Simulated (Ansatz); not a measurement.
Compare A (`Cc1ccncc1C`) with its isomer B (`Cc1ccnc(C)c1`).

Computed with Ansatz on PBE0-D4/def2-TZVP structures; ΔE is electronic, products minus reactants. CCSD(T)/CBS is the MP2 limit (def2-TZVPP, def2-QZVPP) plus CCSD(T) − MP2 in def2-TZVPP, frozen cores. Functionals use def2-TZVPP. B3LYP here is the variant with VWN-RPA as its local correlation; programs differ in this.

Which is lower in electronic energy at CCSD(T)/CBS, and by how much? (Best estimate.)

Ansatz gave: B, by 5.8 kJ/mol.

Give E(B) − E(A) in kJ/mol with MP2/def2-TZVPP, HF/def2-TZVPP, B2PLYP, CCSD(T)/def2-TZVPP, CCSD(T)/def2-SVP, r2SCAN-D4, B3LYP-D4. (Best estimate.)

Computed: MP2/def2-TZVPP -3.1, HF/def2-TZVPP -12.8, B2PLYP -7.3, CCSD(T)/def2-TZVPP -5.6, CCSD(T)/def2-SVP -5.5, r2SCAN-D4 -6.6, B3LYP-D4 -6.5. None reverses the order clearly.

Largest T1 diagnostic: 0.012.

Leaving LDA and LC-ωPBE aside and taking each functional with its dispersion term where it has one, the values, not all of them listed here, spread over 2.7 kJ/mol, from BHLYP-D4 to revPBE-D4. In def2-TZVPP, CCSD(T) changes the Hartree–Fock value by +7.3 kJ/mol (the triples alone add +0.8 kJ/mol) and MP2 by +9.7 kJ/mol.
